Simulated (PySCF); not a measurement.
## [OsCl3]+: from structure and modes to constants

Level of theory: UPBE0 in PySCF with Os def2-SVP with ECP60, Cl def2-SVP; scalar-relativistic core potentials, no spin–orbit coupling; density-fitted integrals.

The triplet minimum has D3h symmetry. Masses (u): Os 191.96148, Cl 34.96885.

```xyz
4
charge 1 multiplicity 3, angstrom
Os    0.0000    0.0000    0.0000
Cl    2.1365    0.0000    0.0000
Cl   -1.0683    1.8502    0.0000
Cl   -1.0682   -1.8503    0.0000
```

Harmonic wavenumbers (cm⁻¹): 73.4 (a2'', ×1), 114.5 (e', ×2), 455.3 (a1', ×1), 484.4 (e', ×2).

(1) Find the principal moments of inertia and the rotational constants. What kind of rotor is it?

(2) What is the harmonic zero-point energy?

(3) Find the vibrational entropy and heat capacity at 298.15 K.

(4) Give the standard entropy (298.15 K, 1 bar) by its translational, rotational, vibrational and spin parts, and Cp.

Results:

(1) About the centre of mass I = 239.43, 239.43, 478.86 u Å². With B = 16.8576/I this gives 0.07041, 0.07041, 0.0352 cm⁻¹. The molecule is an oblate symmetric top.

(2) Half the sum of all 6 wavenumbers, 1727/2 = 863 cm⁻¹, which is 10.3 kJ/mol (1 cm⁻¹ = 0.0119627 kJ/mol).

(3) With u = 1.43878 ω/T, each mode gives S = R[u/(eᵘ−1) − ln(1−e⁻ᵘ)] and C = R u² eᵘ/(eᵘ−1)².
```json
{"ω (cm⁻¹)": "73.4", "u": "0.354", "S (J/(mol K))": "16.99", "C (J/(mol K))": "8.23"}
{"ω (cm⁻¹)": "114.5 (×2)", "u": "0.553", "S (J/(mol K))": "13.35", "C (J/(mol K))": "8.11"}
{"ω (cm⁻¹)": "455.3", "u": "2.197", "S (J/(mol K))": "3.26", "C (J/(mol K))": "5.64"}
{"ω (cm⁻¹)": "484.4 (×2)", "u": "2.338", "S (J/(mol K))": "2.92", "C (J/(mol K))": "5.37"}
```
The sums over all modes are S = 52.8 and C = 40.8 J/(mol K); the softest mode gives 32 % of the entropy (each member, where degenerate).

(4) Sackur–Tetrode with M = 296.87 u gives 179.9; rotation with symmetry number 6 gives 104.8; vibration 52.8; spin R ln 3 = 9.1. The total is 346.6 J/(mol K), and Cp = 4 R + 40.8 = 74.1 J/(mol K).

Other isomers or separated fragments may lie lower. Other spin states or occupations of the open shell can lie lower. With an element this heavy the missing spin–orbit coupling can shift these numbers.
